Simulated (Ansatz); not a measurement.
Ansatz (a program for electronic structure) input file for CH2NO, SMILES O=C[NH], multiplicity 2, PBE0-D3(BJ)/def2-TZVP. 

Ansatz 0.2 input:
```yaml
crystal:
  periodic: [false, false, false]
  atoms:
    - {symbol: N, position_ang: [-0.11080260, 1.10056318, -0.00000000]}
    - {symbol: C, position_ang: [0.45213859, -0.05920942, -0.00000000]}
    - {symbol: O, position_ang: [-0.29437418, -1.04615959, 0.00000000]}
    - {symbol: H, position_ang: [-1.12421287, 1.13389632, 0.00000000]}
    - {symbol: H, position_ang: [1.54199295, -0.11330538, 0.00000000]}
basis:
  gaussian:
    orbitals: def2-TZVP
hamiltonian:
  xc: pbe0
  dispersion: d3bj
magnetization: {spin_polarized: true, initial_magnetization: 1}
relax: {f_tol: 0.002, max_steps: 200}
```

Output:

```
WARN ansatz: RAYON_NUM_THREADS=1 ignored (pool sized by the plan → 1); use --threads N
Functional definition: PBE0
integrals: 0.02 GiB planned
574 factors; their error is unknown
mean field: 0.31 GiB planned
mean field evaluation 1: about -4597.3293 eV, gradient 3.1e1 eV
mean field evaluation 2: about -4593.3430 eV, gradient 4.1e1 eV
mean field evaluation 4: about -4600.8451 eV, gradient 2.8e0 eV
mean field evaluation 8: about -4600.8727 eV, gradient 2.0e-1 eV
mean field evaluation 16: about -4600.8829 eV, gradient 3.4e-3 eV
mean field evaluation 32: about -4600.8744 eV, gradient 8.4e-1 eV
mean field -4600.88294063 eV, -169.0793294778 hartree, gradient 6.2e-6 eV, S^2 0.757293; 3 other end points of the search recorded, 0 dependent functions left out
the calculation of the forces begins
reference -4600.88295988 eV, -169.0793301850 hartree; 12, 11 occupied and 93, 94 virtual orbitals, 574 factors
relax step   1: F+E_penalty+E_count = -4600.92922222 eV  Δ(F+E_penalty+E_count) = +0.000e0 eV  max|allowed force component| = 8.667e-1 eV/Å  Δτ_max = 0.0000 Å  (90 SCF iters, accepted)
these checks for a lower state are left out or cut short: starts, cluster_reference, orbital_swaps, neighbouring_geometries, increment
integrals: 0.02 GiB planned
574 factors; their error is unknown
mean field: 0.31 GiB planned
mean field -4600.89515246 eV, -169.0797782543 hartree, gradient 9.1e-6 eV, S^2 0.757415; 0 other end points of the search recorded, 0 dependent functions left out
the calculation of the forces begins
reference -4600.89517168 eV, -169.0797789605 hartree; 12, 11 occupied and 93, 94 virtual orbitals, 574 factors
relax step   2: F+E_penalty+E_count = -4600.94140086 eV  Δ(F+E_penalty+E_count) = -1.218e-2 eV  max|allowed force component| = 4.453e-1 eV/Å  Δτ_max = 0.0104 Å  (55 SCF iters, accepted)
these checks for a lower state are left out or cut short: starts, cluster_reference, orbital_swaps, neighbouring_geometries, increment
integrals: 0.02 GiB planned
574 factors; their error is unknown
mean field: 0.31 GiB planned
mean field evaluation 64: about -4600.8984 eV, gradient 9.9e-6 eV
mean field -4600.89844546 eV, -169.0798992696 hartree, gradient 6.7e-6 eV, S^2 0.757427; 0 other end points of the search recorded, 0 dependent functions left out
the calculation of the forces begins
reference -4600.89846464 eV, -169.0798999745 hartree; 12, 11 occupied and 93, 94 virtual orbitals, 574 factors
relax step   3: F+E_penalty+E_count = -4600.94468360 eV  Δ(F+E_penalty+E_count) = -3.283e-3 eV  max|allowed force component| = 2.565e-1 eV/Å  Δτ_max = 0.0086 Å  (57 SCF iters, accepted)
these checks for a lower state are left out or cut short: starts, cluster_reference, orbital_swaps, neighbouring_geometries, increment
integrals: 0.02 GiB planned
574 factors; their error is unknown
mean field: 0.31 GiB planned
mean field -4600.89830937 eV, -169.0798942685 hartree, gradient 9.7e-6 eV, S^2 0.757417; 0 other end points of the search recorded, 0 dependent functions left out
the calculation of the forces begins
reference -4600.89832856 eV, -169.0798949738 hartree; 12, 11 occupied and 93, 94 virtual orbitals, 574 factors
relax step   4: F+E_penalty+E_count = -4600.94454952 eV  Δ(F+E_penalty+E_count) = +1.341e-4 eV  max|allowed force component| = 2.205e-1 eV/Å  Δτ_max = 0.0044 Å  (59 SCF iters, rejected (line search))
these checks for a lower state are left out or cut short: starts, cluster_reference, orbital_swaps, neighbouring_geometries, increment
integrals: 0.02 GiB planned
574 factors; their error is unknown
mean field: 0.31 GiB planned
mean field evaluation 96: about -4600.8990 eV, gradient 6.3e-6 eV
mean field -4600.89901955 eV, -169.0799203672 hartree, gradient 6.3e-6 eV, S^2 0.757407; 0 other end points of the search recorded, 0 dependent functions left out
the calculation of the forces begins
reference -4600.89903873 eV, -169.0799210719 hartree; 12, 11 occupied and 93, 94 virtual orbitals, 574 factors
relax step   5: F+E_penalty+E_count = -4600.94525938 eV  Δ(F+E_penalty+E_count) = -5.758e-4 eV  max|allowed force component| = 1.570e-1 eV/Å  Δτ_max = 0.0021 Å  (57 SCF iters, accepted)
these checks for a lower state are left out or cut short: starts, cluster_reference, orbital_swaps, neighbouring_geometries, increment
integrals: 0.02 GiB planned
574 factors; their error is unknown
mean field: 0.31 GiB planned
mean field -4600.89987325 eV, -169.0799517400 hartree, gradient 6.0e-6 eV, S^2 0.757320; 0 other end points of the search recorded, 0 dependent functions left out
the calculation of the forces begins
reference -4600.89989237 eV, -169.0799524425 hartree; 12, 11 occupied and 93, 94 virtual orbitals, 574 factors
relax step   6: F+E_penalty+E_count = -4600.94613173 eV  Δ(F+E_penalty+E_count) = -8.724e-4 eV  max|allowed force component| = 4.509e-2 eV/Å  Δτ_max = 0.0127 Å  (58 SCF iters, accepted)
these checks for a lower state are left out or cut short: starts, cluster_reference, orbital_swaps, neighbouring_geometries, increment
integrals: 0.02 GiB planned
574 factors; their error is unknown
mean field: 0.31 GiB planned
mean field -4600.89989811 eV, -169.0799526537 hartree, gradient 6.5e-6 eV, S^2 0.757321; 0 other end points of the search recorded, 0 dependent functions left out
the calculation of the forces begins
reference -4600.89991723 eV, -169.0799533563 hartree; 12, 11 occupied and 93, 94 virtual orbitals, 574 factors
relax step   7: F+E_penalty+E_count = -4600.94615643 eV  Δ(F+E_penalty+E_count) = -2.470e-5 eV  max|allowed force component| = 6.795e-3 eV/Å  Δτ_max = 0.0008 Å  (57 SCF iters, accepted)
these checks for a lower state are left out or cut short: starts, cluster_reference, orbital_swaps, neighbouring_geometries, increment
integrals: 0.02 GiB planned
574 factors; their error is unknown
mean field: 0.31 GiB planned
mean field evaluation 128: about -4600.8999 eV, gradient 1.3e-4 eV
mean field -4600.89989896 eV, -169.0799526850 hartree, gradient 6.5e-6 eV, S^2 0.757322; 0 other end points of the search recorded, 0 dependent functions left out
the calculation of the forces begins
reference -4600.89991808 eV, -169.0799533876 hartree; 12, 11 occupied and 93, 94 virtual orbitals, 574 factors
relax step   8: F+E_penalty+E_count = -4600.94615703 eV  Δ(F+E_penalty+E_count) = -5.935e-7 eV  max|allowed force component| = 8.620e-5 eV/Å  Δτ_max = 0.0001 Å  (60 SCF iters, accepted)
integrals: 0.02 GiB planned
574 factors; their error is unknown
mean field: 0.31 GiB planned
mean field evaluation 160: about -4600.8999 eV, gradient 3.1e-2 eV
mean field -4600.89989896 eV, -169.0799526850 hartree, gradient 6.5e-6 eV, S^2 0.757322; 4 other end points of the search recorded, 0 dependent functions left out
the calculation of the forces begins
reference -4600.89991808 eV, -169.0799533876 hartree; 12, 11 occupied and 93, 94 virtual orbitals, 574 factors
Total energy: -4600.94617615 eV, -169.0816533400 hartree
Atom 0 at    -0.113757     1.117949    -0.000000 Å, force     0.000001    -0.000053     0.000000 eV/Å
Atom 1 at     0.459314    -0.039492    -0.000000 Å, force    -0.000046     0.000086    -0.000000 eV/Å
Atom 2 at    -0.294183    -1.047620     0.000000 Å, force     0.000003    -0.000034     0.000000 eV/Å
Atom 3 at    -1.133479     1.121723     0.000000 Å, force    -0.000023     0.000035    -0.000000 eV/Å
Atom 4 at     1.546847    -0.136775     0.000000 Å, force     0.000065    -0.000033    -0.000000 eV/Å
Dipole moment:     0.125921     0.061698    -0.000000 e Å
```

Self-consistency was reached.

Cost: roughly 40 core-seconds.
